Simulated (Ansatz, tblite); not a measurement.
Cost and result up the ladder for SnH2Me(NEt2) (C5H15NSn) (22 atoms). Charge 0, multiplicity 1. Geometry: r2SCAN-D4/def2-SVP.

Cartesian coordinates in Å:
```
Sn -1.339 0.732 -1.252
H -2.941 0.662 -0.635
H -0.942 2.284 -1.876
C -1.025 -0.767 -2.782
H 0.048 -0.843 -3.013
H -1.567 -0.490 -3.699
H -1.385 -1.747 -2.435
N -0.129 0.493 0.388
C -0.503 -0.459 1.419
C -0.297 -1.933 1.056
C 1.296 0.762 0.268
C 1.807 1.754 1.313
H -1.564 -0.299 1.689
H 0.067 -0.232 2.341
H -0.929 -2.218 0.198
H 0.750 -2.138 0.780
H -0.557 -2.595 1.898
H 1.896 -0.173 0.326
H 1.506 1.175 -0.736
H 1.283 2.718 1.215
H 1.636 1.385 2.337
H 2.889 1.928 1.198
```

Ansatz on 4 threads of Intel Xeon on a shared host; xTB runs through tblite on one thread. Times are rough, summed over both states, and most runs start from the orbitals of an earlier one. PBE0-D4/def2-TZVP serves as the yardstick here, not as an exact answer. The other state is a doublet.

In the def2 sets Sn takes a core potential; there is no spin–orbit coupling. The xTB rows come from tblite.

Raw xTB energies of ions are shifted by several eV.

```csv
level,functions,vertical IE (eV),difference from PBE0-D4/def2-TZVP (eV)
LDA (SPW92)/def2-TZVP (with forces),326,7.47,0.09
GFN1-xTB,63,13.00,5.62
PBE0-D4/def2-TZVP,326,7.37,0.00
GFN2-xTB,48,12.35,4.98
PBE-D4/def2-TZVP,326,7.31,-0.07
```

Q: Estimate how long each takes.

A: GFN2-xTB 0.082 s; GFN1-xTB 0.096 s; LDA (SPW92)/def2-TZVP (with forces) 32 s; PBE-D4/def2-TZVP 35 s; PBE0-D4/def2-TZVP 91 s. On shared hardware such times vary by a factor of up to 3.
